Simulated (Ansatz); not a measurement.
Basis-set extrapolation for `CBN(C)C` (PBE0-D4/def2-TZVP geometry, frozen core, Ansatz). Multiplicity 1, RHF reference.

|  | cc-pV(T+d)Z | cc-pV(Q+d)Z |
| --- | --- | --- |
| HF | -198.662957 | -198.676102 |
| MP2 correlation | -0.851901 | -0.905392 |
| CCSD(T) correlation | -0.940671 | not run |

Energies in hartree. Use E(X) = E(∞) + A·exp(−5.46·√X) for Hartree–Fock and E(X) = E(∞) + B·X^(−3.05) for correlation, with X = 3 and 4, and add CCSD(T) minus MP2 of the smaller set to the MP2 limit.

Q: What is the CCSD(T) energy at the basis-set limit?

A: HF limit: -198.676102 + (-0.013145) × 0.30130 = -198.68006. MP2 limit: -0.905392 + (-0.053491) × 0.71189 = -0.94347. Higher-order term: -0.940671 − (-0.851901) = -0.08877. Total: -199.71230 hartree, 2.96 eV below CCSD(T)/cc-pV(T+d)Z.
